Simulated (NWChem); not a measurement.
System: C2H4O2Si; SMILES O=C1OC[SiH2]1

NWChem input:

```
start job
memory heap 200 mb stack 900 mb global 1100 mb
geometry units angstroms noautoz
  O      0.532373    -2.028902     0.000000
  C      0.160646    -0.888886     0.000000
  O     -1.177453    -0.506466     0.000000
  C     -1.141804     0.960861     0.000000
  Si     0.775529     0.972291     0.000000
  H     -1.652873     1.349802    -0.903838
  H     -1.652873     1.349802     0.903838
  H      1.469851     1.475684     1.232801
  H      1.469851     1.475684    -1.232801
end
basis spherical
  O library def2-svp
  C library def2-svp
  Si library def2-svp
  H library def2-svp
end
dft
  xc hfexch
  iterations 150
  vectors input atomic output neutral.movecs
end
task dft energy
charge 1
dft
  odft
  mult 2
  vectors input atomic output cation.movecs
end
task dft energy
```

Parts of the log:

```
             Northwest Computational Chemistry Package (NWChem) 7.3.0
             --------------------------------------------------------

 CS  symmetry detected

                             Geometry "geometry" -> ""
                             -------------------------

 Output coordinates in angstroms (scale by  1.889725989 to convert to a.u.)

  No.       Tag          Charge          X              Y              Z
 ---- ---------------- ---------- -------------- -------------- --------------
    1 O                    8.0000     0.48194650    -2.03197017     0.00000000
    2 C                    6.0000     0.14560102    -0.88101875     0.00000000
    3 O                    8.0000    -1.18005050    -0.45745999     0.00000000
    4 C                    6.0000    -1.09910674     1.00806636     0.00000000
    5 Si                  14.0000     0.81766482     0.96028274     0.00000000
    6 H                    1.0000    -1.59792131     1.41260393    -0.90383800
    7 H                    1.0000    -1.59792131     1.41260393     0.90383800
    8 H                    1.0000     1.52720071     1.44199467     1.23280100
    9 H                    1.0000     1.52720071     1.44199467    -1.23280100

 Effective nuclear repulsion energy (a.u.)     216.5452837553

      Symmetry information
      --------------------

 Group name             Cs
 Group number              2
 Group order               2
 No. of unique centers     7

  xc_inp: hfexch multiplicative factor not found.

                                 NWChem DFT Module
                                 -----------------

 Summary of "ao basis" -> "ao basis" (spherical)
 ------------------------------------------------------------------------------
       Tag                 Description            Shells   Functions and Types
 ---------------- ------------------------------  ------  ---------------------
 O                          def2-svp                 6       14   3s2p1d
 C                          def2-svp                 6       14   3s2p1d
 Si                         def2-svp                 8       18   4s3p1d
 H                          def2-svp                 3        5   2s1p

      Symmetry analysis of basis
      --------------------------

        a'         63
        a"         31

            General Information
            -------------------
          SCF calculation type: DFT
          Wavefunction type:  closed shell.
          No. of atoms     :     9
          No. of electrons :    46
           Alpha electrons :    23
            Beta electrons :    23
          Charge           :     0
          Spin multiplicity:     1
          Use of symmetry is: on ; symmetry adaption is: on
          Maximum number of iterations: 150
          AO basis - number of functions:    94
                     number of shells:    44
          Convergence on energy requested:  1.00D-06
          Convergence on density requested:  1.00D-05
          Convergence on gradient requested:  5.00D-04

              XC Information
              --------------
                     Hartree-Fock (Exact) Exchange  1.000

      Superposition of Atomic Density Guess
      -------------------------------------

 Sum of atomic energies:        -515.36758917

      Non-variational initial energy
      ------------------------------

 Total energy =    -517.491078
 1-e energy   =   -1140.170693
 2-e energy   =     406.134331
 HOMO         =      -0.316396
 LUMO         =      -0.004301

      Symmetry analysis of molecular orbitals - initial
      -------------------------------------------------

  Numbering of irreducible representations:

     1 a'          2 a"

  Orbital symmetries:

     1 a'          2 a'          3 a'          4 a'          5 a'
     6 a'          7 a'          8 a"          9 a'         10 a'
    11 a'         12 a'         13 a'         14 a'         15 a'
    16 a"         17 a'         18 a"         19 a'         20 a"
    21 a"         22 a'         23 a'         24 a"         25 a'
    26 a'         27 a'         28 a'         29 a"         30 a'
    31 a"         32 a'         33 a'

   convergence    iter        energy       DeltaE   RMS-Dens  Diis-err
 ---------------- ----- ----------------- --------- --------- ---------
 d= 0,ls=0.0,diis     1   -516.2886926609 -7.33D+02  9.01D-03  9.47D-01
 d= 0,ls=0.0,diis     2   -516.3593736349 -7.07D-02  4.13D-03  5.24D-01
 d= 0,ls=0.0,diis     3   -516.4085136237 -4.91D-02  1.22D-03  9.88D-03
 d= 0,ls=0.0,diis     4   -516.4105720225 -2.06D-03  3.82D-04  2.16D-03
 d= 0,ls=0.0,diis     5   -516.4108976126 -3.26D-04  2.48D-04  2.14D-04
  Resetting Diis
 d= 0,ls=0.0,diis     6   -516.4109844178 -8.68D-05  1.60D-04  5.52D-05
 d= 0,ls=0.0,diis     7   -516.4110082978 -2.39D-05  2.36D-05  4.81D-06
 d= 0,ls=0.0,diis     8   -516.4110094802 -1.18D-06  1.20D-05  1.07D-06
 d= 0,ls=0.0,diis     9   -516.4110098485 -3.68D-07  1.51D-05  6.15D-07
 d= 0,ls=0.0,diis    10   -516.4110100570 -2.09D-07  2.90D-06  3.72D-08

         Total DFT energy =     -516.411010057044
      One electron energy =    -1142.234316929382
           Coulomb energy =      457.839326213818
    Exchange-Corr. energy =      -48.561303096798
 Nuclear repulsion energy =      216.545283755318

 Numeric. integr. density =        0.000000000000

                  Occupations of the irreducible representations
                  ----------------------------------------------

                     irrep           alpha         beta
                     --------     --------     --------
                     a'               18.0         18.0
                     a"                5.0          5.0

                       DFT Final Molecular Orbital Analysis
                       ------------------------------------

 Vector   21  Occ=2.000000D+00  E=-4.652929D-01  Symmetry=a'
              MO Center= -4.3D-01,  7.6D-01,  9.6D-15, r^2= 2.6D+00
   Bfn.  Coefficient  Atom+Function         Bfn.  Coefficient  Atom+Function
  ----- ------------  ---------------      ----- ------------  ---------------
    46      0.391121  4 C  px                64     -0.262454  5 Si px
    49      0.250517  4 C  px                45      0.204098  4 C  s
    32     -0.197021  3 O  px                33     -0.196482  3 O  py
    36     -0.170636  3 O  py                35     -0.158492  3 O  px
    67     -0.151332  5 Si px                61      0.141143  5 Si px

 Vector   22  Occ=2.000000D+00  E=-4.555674D-01  Symmetry=a"
              MO Center= -5.4D-01, -6.5D-01,  4.6D-16, r^2= 2.9D+00
   Bfn.  Coefficient  Atom+Function         Bfn.  Coefficient  Atom+Function
  ----- ------------  ---------------      ----- ------------  ---------------
    34      0.445361  3 O  pz                37      0.377674  3 O  pz
     6     -0.358153  1 O  pz                 9     -0.282696  1 O  pz
    48     -0.169872  4 C  pz                75      0.165774  6 H  s
    80     -0.165774  7 H  s                 20     -0.107065  2 C  pz
    76      0.094361  6 H  s                 81     -0.094361  7 H  s

 Vector   23  Occ=2.000000D+00  E=-4.145310D-01  Symmetry=a'
              MO Center=  2.6D-01, -9.0D-01, -4.0D-16, r^2= 2.6D+00
   Bfn.  Coefficient  Atom+Function         Bfn.  Coefficient  Atom+Function
  ----- ------------  ---------------      ----- ------------  ---------------
     4      0.405247  1 O  px                 7      0.327042  1 O  px
    32      0.287004  3 O  px                17     -0.266315  2 C  s
    35      0.262078  3 O  px                65      0.219094  5 Si py
     5      0.193628  1 O  py                19     -0.170606  2 C  py
     8      0.151193  1 O  py                68      0.144118  5 Si py

 Vector   24  Occ=0.000000D+00  E= 1.022420D-01  Symmetry=a'
              MO Center=  8.9D-01,  1.2D+00, -1.8D-14, r^2= 3.7D+00
   Bfn.  Coefficient  Atom+Function         Bfn.  Coefficient  Atom+Function
  ----- ------------  ---------------      ----- ------------  ---------------
    45      1.152535  4 C  s                 68     -1.018076  5 Si py
    67      0.730407  5 Si px                17     -0.706203  2 C  s
    22     -0.373188  2 C  py                49      0.344848  4 C  px
    76     -0.261293  6 H  s                 81     -0.261293  7 H  s
    21     -0.144772  2 C  px                60     -0.144700  5 Si s

 Vector   25  Occ=0.000000D+00  E= 1.120128D-01  Symmetry=a"
              MO Center=  4.7D-01, -1.1D-01, -6.3D-15, r^2= 3.7D+00
   Bfn.  Coefficient  Atom+Function         Bfn.  Coefficient  Atom+Function
  ----- ------------  ---------------      ----- ------------  ---------------
    69      1.005064  5 Si pz                86     -0.730195  8 H  s
    91      0.730195  9 H  s                 23      0.336791  2 C  pz
     9     -0.326029  1 O  pz                20      0.299762  2 C  pz
     6     -0.261926  1 O  pz                37     -0.209217  3 O  pz
    34     -0.181059  3 O  pz                76      0.150133  6 H  s

 Vector   26  Occ=0.000000D+00  E= 1.488891D-01  Symmetry=a'
              MO Center=  6.5D-01,  1.2D+00, -5.3D-13, r^2= 4.9D+00
   Bfn.  Coefficient  Atom+Function         Bfn.  Coefficient  Atom+Function
  ----- ------------  ---------------      ----- ------------  ---------------
    45      1.507498  4 C  s                 67      1.466658  5 Si px
    68      1.116664  5 Si py                86     -0.892064  8 H  s
    91     -0.892064  9 H  s                 17      0.719650  2 C  s
    76     -0.561856  6 H  s                 81     -0.561856  7 H  s
    22      0.499362  2 C  py                59      0.396969  5 Si s

     Multipole analysis of the density
     ---------------------------------

     L   x y z        total         alpha         beta         nuclear
     -   - - -        -----         -----         ----         -------
     0   0 0 0     -0.000000    -23.000000    -23.000000     46.000000

     1   1 0 0      0.327920      0.163960      0.163960     -0.000000
     1   0 1 0      2.044636      1.022318      1.022318      0.000000
     1   0 0 1      0.000000      0.000000      0.000000      0.000000

     2   2 0 0    -27.827982    -84.451785    -84.451785    141.075589
     2   1 1 0     -0.320787     -0.069910     -0.069910     -0.180968
     2   1 0 1      0.000000      0.000000      0.000000      0.000000
     2   0 2 0    -31.186565   -134.365682   -134.365682    237.544799
     2   0 1 1     -0.000000     -0.000000     -0.000000      0.000000
     2   0 0 2    -26.600976    -21.645071    -21.645071     16.689165

                                 NWChem DFT Module
                                 -----------------

      Symmetry analysis of basis
      --------------------------

        a'         63
        a"         31

            General Information
            -------------------
          SCF calculation type: DFT
          Wavefunction type:  spin polarized.
          No. of atoms     :     9
          No. of electrons :    45
           Alpha electrons :    23
            Beta electrons :    22
          Charge           :     1
          Spin multiplicity:     2
          Use of symmetry is: on ; symmetry adaption is: on
          Maximum number of iterations: 150
          AO basis - number of functions:    94
                     number of shells:    44
          Convergence on energy requested:  1.00D-06
          Convergence on density requested:  1.00D-05
          Convergence on gradient requested:  5.00D-04

              XC Information
              --------------
                     Hartree-Fock (Exact) Exchange  1.000

      Superposition of Atomic Density Guess
      -------------------------------------

 Sum of atomic energies:        -515.36758917

 Renormalizing density from      46.00 to     45

      Non-variational initial energy
      ------------------------------

 Total energy =    -510.170838
 1-e energy   =   -1115.384374
 2-e energy   =     388.668252
 HOMO         =      -0.635404
 LUMO         =      -0.311925

   Symmetry analysis of molecular orbitals - initial alpha
   -------------------------------------------------------

  Numbering of irreducible representations:

     1 a'          2 a"

  Orbital symmetries:

     1 a'          2 a'          3 a'          4 a'          5 a'
     6 a'          7 a'          8 a"          9 a'         10 a'
    11 a'         12 a'         13 a'         14 a'         15 a'
    16 a"         17 a'         18 a"         19 a'         20 a"
    21 a"         22 a'         23 a'         24 a"         25 a'
    26 a'         27 a'         28 a'         29 a"         30 a'
    31 a'         32 a"         33 a'

   Symmetry analysis of molecular orbitals - initial beta
   ------------------------------------------------------

  Numbering of irreducible representations:

     1 a'          2 a"

  Orbital symmetries:

     1 a'          2 a'          3 a'          4 a'          5 a'
     6 a'          7 a'          8 a"          9 a'         10 a'
    11 a'         12 a'         13 a'         14 a'         15 a'
    16 a"         17 a'         18 a"         19 a'         20 a"
    21 a"         22 a'         23 a'         24 a"         25 a'
    26 a'         27 a'         28 a'         29 a"         30 a'
    31 a'         32 a"         33 a'

   convergence    iter        energy       DeltaE   RMS-Dens  Diis-err
 ---------------- ----- ----------------- --------- --------- ---------
 d= 0,ls=0.0,diis     1   -515.8870339798 -7.32D+02  4.62D-03  2.88D-01
                                                     5.57D-03  3.36D-01
 d= 0,ls=0.0,diis     2   -515.9721020372 -8.51D-02  2.60D-03  2.44D-01
                                                     2.17D-03  1.77D-01
 d= 0,ls=0.0,diis     3   -516.0505556823 -7.85D-02  7.54D-04  3.24D-03
                                                     1.28D-03  9.00D-03
 d= 0,ls=0.0,diis     4   -516.0604642392 -9.91D-03  4.75D-04  4.91D-03
                                                     6.39D-04  4.27D-03
 d= 0,ls=0.0,diis     5   -516.0658148127 -5.35D-03  5.15D-04  1.73D-03
                                                     1.06D-03  2.45D-03
  Resetting Diis
 d= 0,ls=0.0,diis     6   -516.0727602421 -6.95D-03  6.67D-04  1.38D-03
                                                     1.42D-03  1.93D-03
 d= 0,ls=0.0,diis     7   -516.0804859717 -7.73D-03  2.22D-04  4.87D-04
                                                     4.51D-04  1.06D-03
 d= 0,ls=0.0,diis     8   -516.0822992297 -1.81D-03  2.96D-04  2.08D-04
                                                     7.33D-04  7.69D-04
 d= 0,ls=0.0,diis     9   -516.0843689274 -2.07D-03  5.00D-04  1.92D-04
                                                     1.02D-03  2.95D-04
 d= 0,ls=0.0,diis    10   -516.0853640795 -9.95D-04  7.78D-05  8.20D-05
                                                     1.27D-04  9.29D-05
 d= 0,ls=0.0,diis    11   -516.0854224101 -5.83D-05  8.76D-05  1.55D-05
                                                     1.48D-04  2.51D-05
 d= 0,ls=0.0,diis    12   -516.0854238915 -1.48D-06  5.38D-05  2.00D-05
                                                     1.01D-04  1.93D-05
 d= 0,ls=0.0,diis    13   -516.0854575416 -3.37D-05  5.98D-05  6.87D-06
                                                     1.02D-04  5.76D-06
 d= 0,ls=0.0,diis    14   -516.0854663691 -8.83D-06  2.23D-05  1.55D-06
                                                     4.01D-05  1.53D-06
 d= 0,ls=0.0,diis    15   -516.0854686206 -2.25D-06  7.81D-06  1.83D-07
                                                     1.33D-05  2.11D-07
 d= 0,ls=0.0,diis    16   -516.0854689473 -3.27D-07  1.99D-06  1.73D-08
                                                     2.84D-06  1.86D-08

[...]
```

Level: Hartree-Fock/def2-SVP, vertical spin-unrestricted ions. Coordinates come from a PBE-D3(BJ)/def2-SVP optimisation.
